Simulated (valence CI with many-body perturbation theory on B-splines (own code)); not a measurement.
# E1 line list for In³⁶⁺

Method: valence CI with perturbative core correlation (CI+MBPT): three valence electrons over a frozen Dirac-Fock core [Ne], a basis of 11 s, 11 p, 9 d, 7 f, 5 g, 2 h, 1 i functions for each j, with the one-electron correlation potential Σ1, the two-electron term Σ2, the three-electron term Σ3, Breit, model QED; selected CI, second order for the rest (own B-spline code, finite nucleus).

No measured spectrum was set against this ion. As an estimate, large intervals hold to a few tenths of a per cent, small ones and those within an open d or f shell to about a per cent.

Lines 151 to 200 of 271 in falling wavelength, among levels below 3850.1 × 10³ cm⁻¹, chosen from the strongest by gf and those to the six lowest levels. Wavelengths and rates use the calculated energies. Electric multipoles are in the length gauge, E1 and E2 with the static RPA response of the core. Weak lines are less certain than strong ones. Lines between different terms over intervals too small for the method are left out, as are lines whose strength nearly cancels. The highest levels of a list are the least certain.

Levels are named by their leading jj configuration (3d3/2^4 stands for four electrons in 3d with j = 3/2), which in mixed levels can hold well under half, so a name can repeat and another be missing. Letters in brackets count levels of one name in rising energy.

| λ vac (nm) | Upper | Lower | A (s⁻¹) | S (a.u.) with core polarisation | S without |
| --- | --- | --- | --- | --- | --- |
| 7.480 | (3s 3p3/2 3d3/2) J=5/2 [a] | (3s 3p1/2 3p3/2) J=3/2 [b] | 4.10e+09 | 5.09e-03 | 5.20e-03 |
| 7.478 | (3s 3p3/2 3d3/2) J=3/2 [a] | (3s 3p1/2 3p3/2) J=3/2 [b] | 5.27e+08 | 4.35e-04 | 4.44e-04 |
| 7.453 | (3s 3p3/2 3d3/2) J=1/2 [a] | (3s 3p1/2 3p3/2) J=3/2 [b] | 4.54e+09 | 1.85e-03 | 1.89e-03 |
| 7.420 | (3p1/2 3p3/2 3d3/2) J=3/2 [a] | (3p1/2^2 3p3/2) J=3/2 | 2.39e+10 | 1.93e-02 | 1.97e-02 |
| 7.336 | (3p1/2 3p3/2 3d5/2) J=5/2 [a] | (3s 3p1/2 3d3/2) J=3/2 [a] | 2.25e+10 | 2.63e-02 | 2.69e-02 |
| 7.322 | (3p1/2 3p3/2^2) J=3/2 [b] | (3s 3p1/2 3p3/2) J=5/2 | 6.56e+08 | 5.08e-04 | 5.19e-04 |
| 7.233 | (3p1/2 3p3/2^2) J=5/2 | (3s 3p1/2 3p3/2) J=3/2 [a] | 1.53e+09 | 1.71e-03 | 1.75e-03 |
| 7.232 | (3s 3p3/2 3d5/2) J=5/2 [b] | (3s^2 3d3/2) J=3/2 | 2.13e+10 | 2.38e-02 | 2.43e-02 |
| 7.153 | (3s 3d3/2^2) J=3/2 | (3s 3p1/2 3d3/2) J=1/2 | 1.08e+11 | 7.77e-02 | 7.94e-02 |
| 7.143 | (3p3/2^2 3d5/2) J=3/2 | (3p1/2 3p3/2^2) J=3/2 [b] | 4.76e+10 | 3.42e-02 | 3.50e-02 |
| 7.109 | (3p1/2 3p3/2^2) J=1/2 | (3s 3p1/2 3p3/2) J=3/2 [a] | 5.26e+09 | 1.87e-03 | 1.91e-03 |
| 7.052 | (3s 3d3/2 3d5/2) J=7/2 [a] | (3s 3p1/2 3d5/2) J=5/2 [b] | 5.41e+10 | 7.49e-02 | 7.65e-02 |
| 7.050 | (3s 3d3/2^2) J=5/2 | (3s 3p1/2 3d3/2) J=3/2 [b] | 1.38e+11 | 1.43e-01 | 1.46e-01 |
| 7.010 | (3s 3p3/2 3d5/2) J=3/2 [a] | (3s 3p1/2 3p3/2) J=3/2 [b] | 3.85e+09 | 2.62e-03 | 2.68e-03 |
| 6.994 | (3s 3p3/2 3d3/2) J=3/2 [b] | (3s 3p1/2 3p3/2) J=1/2 | 1.32e+11 | 8.94e-02 | 9.14e-02 |
| 6.968 | (3p3/2^2 3d5/2) J=3/2 | (3p1/2 3p3/2^2) J=1/2 | 4.97e+10 | 3.32e-02 | 3.39e-02 |
| 6.935 | (3p1/2 3p3/2^2) J=3/2 [b] | (3s 3p1/2 3p3/2) J=3/2 [a] | 4.23e+10 | 2.78e-02 | 2.84e-02 |
| 6.921 | (3s 3p3/2 3d5/2) J=3/2 [b] | (3s 3p3/2^2) J=5/2 | 3.79e+10 | 2.48e-02 | 2.53e-02 |
| 6.907 | (3s 3p3/2 3d3/2) J=5/2 [a] | (3s 3p1/2 3p3/2) J=5/2 | 1.35e+11 | 1.32e-01 | 1.35e-01 |
| 6.905 | (3s 3p3/2 3d3/2) J=3/2 [a] | (3s 3p1/2 3p3/2) J=5/2 | 3.19e+10 | 2.07e-02 | 2.12e-02 |
| 6.903 | (3s 3p3/2 3d5/2) J=5/2 [a] | (3s 3p1/2 3p3/2) J=3/2 [b] | 1.90e+09 | 1.86e-03 | 1.90e-03 |
| 6.878 | (3s 3d3/2 3d5/2) J=7/2 [a] | (3s 3p1/2 3d5/2) J=7/2 | 1.19e+11 | 1.53e-01 | 1.56e-01 |
| 6.868 | (3p3/2^2 3d5/2) J=7/2 | (3s 3p1/2 3d5/2) J=5/2 [b] | 3.07e+10 | 3.92e-02 | 4.01e-02 |
| 6.859 | (3s 3p3/2 3d3/2) J=7/2 | (3s 3p1/2 3p3/2) J=5/2 | 1.34e+11 | 1.71e-01 | 1.74e-01 |
| 6.800 | (3p1/2 3p3/2 3d5/2) J=3/2 [a] | (3p1/2^2 3p3/2) J=3/2 | 1.09e+11 | 6.74e-02 | 6.89e-02 |
| 6.796 | (3s 3d3/2^2) J=1/2 | (3p1/2 3p3/2^2) J=3/2 [a] | 1.12e+11 | 3.47e-02 | 3.55e-02 |
| 6.793 | (3p1/2 3p3/2 3d5/2) J=5/2 [a] | (3p1/2^2 3p3/2) J=3/2 | 6.68e+10 | 6.20e-02 | 6.33e-02 |
| 6.789 | (3s 3d3/2 3d5/2) J=5/2 [a] | (3p1/2 3p3/2^2) J=3/2 [a] | 3.77e+10 | 3.49e-02 | 3.56e-02 |
| 6.723 | (3p3/2^2 3d3/2) J=3/2 | (3p1/2 3p3/2^2) J=3/2 [a] | 1.07e+11 | 6.42e-02 | 6.56e-02 |
| 6.708 | (3s 3d3/2 3d5/2) J=1/2 | (3p1/2 3p3/2^2) J=3/2 [a] | 6.91e+10 | 2.06e-02 | 2.10e-02 |
| 6.701 | (3s 3d3/2 3d5/2) J=9/2 | (3s 3p1/2 3d5/2) J=7/2 | 5.94e+10 | 8.83e-02 | 9.02e-02 |
| 6.692 | (3s 3d3/2 3d5/2) J=7/2 [a] | (3s 3p1/2 3d5/2) J=5/2 [a] | 1.48e+10 | 1.75e-02 | 1.79e-02 |
| 6.689 | (3s 3d3/2 3d5/2) J=3/2 | (3s 3p1/2 3d5/2) J=5/2 [b] | 9.50e+10 | 5.61e-02 | 5.73e-02 |
| 6.677 | (3s 3d3/2^2) J=1/2 | (3s 3p1/2 3d3/2) J=3/2 [b] | 1.00e+11 | 2.94e-02 | 3.00e-02 |
| 6.675 | (3s 3p3/2 3d3/2) J=3/2 [b] | (3s 3p1/2 3p3/2) J=3/2 [b] | 1.07e+11 | 6.27e-02 | 6.41e-02 |
| 6.666 | (3s 3d3/2^2) J=1/2 | (3s 3p1/2 3d3/2) J=1/2 | 9.55e+10 | 2.79e-02 | 2.85e-02 |
| 6.654 | (3p1/2 3p3/2 3d3/2) J=3/2 [b] | (3p1/2^2 3p3/2) J=3/2 | 1.02e+11 | 5.92e-02 | 6.05e-02 |
| 6.654 | (3s 3p1/2 3d3/2) J=1/2 | (3s 3p1/2^2) J=1/2 | 2.10e+11 | 6.10e-02 | 6.23e-02 |
| 6.644 | (3s 3p1/2 3d3/2) J=3/2 [b] | (3s 3p1/2^2) J=1/2 | 1.80e+11 | 1.04e-01 | 1.07e-01 |
| 6.615 | (3p1/2 3p3/2 3d3/2) J=1/2 [b] | (3p1/2^2 3p3/2) J=3/2 | 1.59e+11 | 4.54e-02 | 4.64e-02 |
| 6.608 | (3p1/2 3p3/2 3d5/2) J=5/2 [b] | (3p1/2^2 3p3/2) J=3/2 | 3.52e+10 | 3.01e-02 | 3.07e-02 |
| 6.606 | (3s 3d3/2 3d5/2) J=5/2 [b] | (3s 3p1/2 3d5/2) J=5/2 [b] | 8.72e+10 | 7.44e-02 | 7.60e-02 |
| 6.591 | (3s 3d3/2 3d5/2) J=1/2 | (3s 3p1/2 3d3/2) J=3/2 [b] | 1.17e+11 | 3.32e-02 | 3.39e-02 |
| 6.571 | (3s^2 3d3/2) J=3/2 | (3s^2 3p1/2) J=1/2 | 2.71e+11 | 1.52e-01 | 1.55e-01 |
| 6.567 | (3s 3d3/2 3d5/2) J=5/2 [a] | (3s 3p1/2 3d5/2) J=5/2 [a] | 9.85e+10 | 8.27e-02 | 8.44e-02 |
| 6.562 | (3s 3p3/2 3d3/2) J=5/2 [a] | (3s 3p1/2 3p3/2) J=3/2 [a] | 6.56e+10 | 5.49e-02 | 5.61e-02 |
| 6.560 | (3s 3p3/2 3d3/2) J=3/2 [a] | (3s 3p1/2 3p3/2) J=3/2 [a] | 1.26e+11 | 7.05e-02 | 7.20e-02 |
| 6.556 | (3s 3p3/2 3d3/2) J=1/2 [b] | (3s 3p1/2 3p3/2) J=1/2 | 1.19e+11 | 3.30e-02 | 3.37e-02 |
| 6.541 | (3s 3p3/2 3d3/2) J=1/2 [a] | (3s 3p1/2 3p3/2) J=3/2 [a] | 1.48e+11 | 4.08e-02 | 4.17e-02 |
| 6.530 | (3p1/2 3p3/2^2) J=3/2 [a] | (3s 3p1/2^2) J=1/2 | 3.80e+10 | 2.09e-02 | 2.13e-02 |
